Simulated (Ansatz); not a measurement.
Relaxation of Cl$_{2}$F$_{2}$H$_{3}$NOTa (10 atoms, charge 0, multiplicity 2), to a largest force component of 0.03 eV/Å in at most 50 steps.

All numbers below come from UKS PBE/def2-SVP (Ansatz).

```xyz
10
Properties=species:S:1:pos:R:3:forces:R:3
Ta 0.229 0.138 0.076 0.80 0.39 0.20
F 1.762 1.138 0.704 -0.80 -0.13 -0.15
O -0.081 -0.432 1.849 0.09 0.02 0.04
H -0.041 -0.768 2.757 0.00 0.01 -0.04
F 0.809 0.647 -1.666 0.03 -0.04 0.03
Cl -1.664 1.454 -0.072 0.13 -0.14 0.02
Cl -0.191 -2.011 -0.715 0.03 0.06 -0.06
N 3.290 -0.648 -0.157 0.72 0.61 -0.03
H 3.996 -0.401 0.597 -0.58 -0.33 -0.23
H 3.686 -0.035 -0.927 -0.44 -0.44 0.21
```

Question: Where does it end, and by what steps?

Answer: The forces met the threshold. After 12 steps the energy has fallen by 1.063 eV; H9 moved furthest, 1.34 Å. Joined: Ta1–N8 (3.17 → 2.19 Å).

| step | energy less start (eV) | largest force component (eV/Å) | accepted |
| --- | --- | --- | --- |
| 0 | 0.0000 | 0.803 | yes |
| 1 | -0.2012 | 0.621 | yes |
| 2 | -0.3930 | 0.777 | yes |
| 3 | -0.5865 | 1.989 | yes |
| 4 | -0.6446 | 2.641 | yes |
| 5 | -0.8305 | 1.002 | yes |
| 6 | -0.8990 | 0.925 | yes |
| 7 | -0.9637 | 1.199 | yes |
| 8 | -1.0152 | 0.637 | yes |
| 9 | -1.0504 | 0.262 | yes |
| 10 | -1.0596 | 0.102 | yes |
| 11 | -1.0629 | 0.040 | yes |
| 12 | -1.0634 | 0.025 | yes |

```xyz
10
Properties=species:S:1:pos:R:3
Ta 0.660 0.468 0.125
F 1.364 2.103 0.756
O 0.514 -0.253 1.868
H 0.495 -0.856 2.624
F 1.173 0.963 -1.646
Cl -1.603 0.900 -0.225
Cl 0.526 -1.869 -0.784
N 2.598 -0.539 -0.008
H 2.959 -1.252 0.642
H 3.110 -0.582 -0.904
```

The run took 57 s on 4 threads of Arm Neoverse V2, on a shared host, peak memory 0.27 GiB.
